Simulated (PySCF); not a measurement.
# Electron correlation in Ga⁺ (gallium, charge +1)

[Ar] 3d10 4s2, closed-shell 1S. Computed with PySCF 2.14 in def2-SVP, with no relativity, point nucleus. Frozen: [Ar] 3d10; 2 electrons correlated.

Total MP2 correlation energy: -24.49 mhartree.

Same-spin part 0.00 and opposite-spin part -24.49 mhartree; SCS-MP2 scales them by 1/3 and 6/5 to -29.39 mhartree.

With two correlated electrons CCSD is exact within the correlated space (frozen core and kept virtual orbitals).

```
level  correlation energy (mhartree)
 CCSD                         -36.46
```

Diagnostics: T1 = 0.0069, D1 = 0.0098, largest double amplitude 0.103.

Cost of the coupled-cluster step: 0.04 s of wall time on 1 thread of Neoverse-V2 (shared host), for 2 correlated electrons.

Iterations:

```
CC2 = 0
CCSD nocc = 1, nmo = 18
frozen orbitals [0, 1, 2, 3, 4, 5, 6, 7, 8, 9, 10, 11, 12, 13]
max_cycle = 100
direct = 0
conv_tol = 1e-08
conv_tol_normt = 1e-06
diis_space = 8
diis_start_cycle = 0
Init t2, MP2 energy = -1922.7946785781  E_corr(MP2) -0.0244888302547583
Init E_corr(CCSD) = -0.0244888302547605
cycle = 1  E_corr(CCSD) = -0.0318362368571651  dE = -0.0073474066  norm(t1,t2) = 0.0461541
cycle = 2  E_corr(CCSD) = -0.0344902043276537  dE = -0.00265396747  norm(t1,t2) = 0.0198708
cycle = 3  E_corr(CCSD) = -0.0364804195103819  dE = -0.00199021518  norm(t1,t2) = 0.00908781
cycle = 4  E_corr(CCSD) = -0.0364598056256668  dE = 2.06138847e-05  norm(t1,t2) = 0.000384744
cycle = 5  E_corr(CCSD) = -0.0364624646431852  dE = -2.65901752e-06  norm(t1,t2) = 3.84743e-05
cycle = 6  E_corr(CCSD) = -0.0364601051747246  dE = 2.35946846e-06  norm(t1,t2) = 8.76678e-06
cycle = 7  E_corr(CCSD) = -0.0364605861435233  dE = -4.80968799e-07  norm(t1,t2) = 1.95612e-06
cycle = 8  E_corr(CCSD) = -0.0364605539715293  dE = 3.2171994e-08  norm(t1,t2) = 1.60209e-07
cycle = 9  E_corr(CCSD) = -0.0364605526220058  dE = 1.34952349e-09  norm(t1,t2) = 1.52867e-08
CCSD converged
E(CCSD) = -1922.806650300464  E_corr = -0.03646055262200581
```
